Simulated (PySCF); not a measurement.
## Removal energies of Ir⁶⁷⁺ from EOM-IP-GCCSD

Reference: closed-shell Ir⁶⁷⁺, [Ne]; one electron is removed. Calculated with PySCF 2.14, two-component X2C-1e with screened spin-orbit coupling, an even-tempered Gaussian basis (17 s from 13 bohr⁻², ratio 2.6; 14 p from 17 bohr⁻², ratio 2.6; 6 d from 17 bohr⁻², ratio 2.8; 3 f from 360 bohr⁻², ratio 2.8); frozen 1s2; the 52 highest virtual spinors dropped; of the others 52 kept and the rest restored at second order. No Breit or QED terms. Binding energies in eV.

```json
{"level": "2s1/2", "Koopmans": "19261.4", "second order": "19257.8", "EOM-CCSD": "19257.9"}
{"level": "2p1/2", "Koopmans": "18754.8", "second order": "18751.8", "EOM-CCSD": "18751.9"}
{"level": "2p3/2", "Koopmans": "17066.2", "second order": "17064.4", "EOM-CCSD": "17064.5"}
```

For comparison, the ionisation energy of Ir⁶⁷⁺ is 17040 ± 40 eV (theoretical estimate listed by NIST; NIST Atomic Spectra Database, ionization energies).
